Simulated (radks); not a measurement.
Task: All-electron atom: Cu2+ in [Ar] 3d9. Calculated with a radial shooting solver on a logarithmic mesh with Libxc functionals: non-relativistic Kohn-Sham, BLYP, spin-unpolarised, spherical densities, point nucleus. Some entries of the table are withheld. Estimate them.

orbital  occ.  eigenvalue (eV)  <r^2> (bohr^2)  <1/r> (bohr^-1)
1s          2        -8774.848        0.003751            28.51
2s          2        -1065.952         0.06716            6.192
2p          6        -937.9327             (1)            6.156
3s          2        -136.3761          0.5992            1.966
3p          6         -96.5198          0.6631              (2)
3d          9              (3)           1.113              (4)
4s          0              (5)           6.087           0.5601
4p          0         -15.5754             (6)           0.4611

Result: 
(1) 2p <r^2> (bohr^2): 0.05291
(2) 3p <1/r> (bohr^-1): 1.837
(3) 3d eigenvalue (eV): -29.8642
(4) 3d <1/r> (bohr^-1): 1.463
(5) 4s eigenvalue (eV): -22.2709
(6) 4p <r^2> (bohr^2): 8.784
